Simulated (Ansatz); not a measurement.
Geometry optimisation, Ansatz 0.2.0, RHF/cc-pVDZ.

Input file:

```yaml
crystal:
  periodic: [false, false, false]
  atoms:
    - { symbol: B, position_ang: [-0.214933, 0.430317, -0.465886] }
    - { symbol: "N", position_ang: [-0.018057, 0.073955, 2.248525] }
    - { symbol: H, position_ang: [-0.777984, -0.076103, 2.891433] }
    - { symbol: H, position_ang: [0.833783, -0.107489, 2.754509] }
    - { symbol: F, position_ang: [0.932851, -0.171721, -0.748092] }
    - { symbol: O, position_ang: [-1.402762, -0.127976, -0.721219] }
    - { symbol: H, position_ang: [-1.334206, -1.02294, -1.019816] }
    - { symbol: F, position_ang: [-0.154308, 1.677259, -0.023997] }
    - { symbol: H, position_ang: [-0.018685, 1.076397, 2.016743] }
basis:
  gaussian: { orbitals: cc-pVDZ }
hamiltonian:
  xc: hf
relax:
  f_tol: 0.03
  max_steps: 50
```

Command:

```bash
$ ansatz run input.yaml --threads 1 --pin off --max-ram 2048MiB --backend cpu --events-out ev --progress --plain --runs-dir out
```

Question: Where does it end, and by what steps?

Answer: The forces met the threshold. After 33 steps the energy has fallen by 0.356 eV; H4 moved furthest, 0.95 Å. Joined: B1–N2 (2.74 → 1.66 Å).

```
step  energy less start (eV)  largest force component (eV/Å)  accepted
   0                  0.0000                           1.006       yes
   2                 -0.0189                           2.137        no
   4                 -0.1023                           0.643       yes
   6                 -0.1416                           0.234       yes
   8                 -0.1826                           0.692       yes
  10                 -0.2598                           0.256       yes
  12                 -0.1241                           2.772        no
  14                 -0.2957                           0.151       yes
  16                 -0.3001                           0.156       yes
  18                 -0.3138                           0.185       yes
  20                 -0.3233                           0.352       yes
  22                 -0.3259                           0.126       yes
  24                 -0.3178                           0.679        no
  26                 -0.3351                           0.184       yes
  28                 -0.3466                           0.434       yes
  30                 -0.3540                           0.068       yes
  32                 -0.3483                           0.496        no
  33                 -0.3557                           0.019       yes
```

```xyz
9
Properties=species:S:1:pos:R:3
B -0.181 0.328 0.158
N -0.050 0.302 1.814
H -0.957 0.435 2.234
H 0.317 -0.586 2.118
F 1.117 0.126 -0.280
O -1.094 -0.703 -0.100
H -1.264 -0.799 -1.025
F -0.608 1.615 -0.120
H 0.566 1.034 2.134
```

The run took 70 s on 1 thread of Arm Neoverse V1 (shared host), peak memory 0.16 GiB.
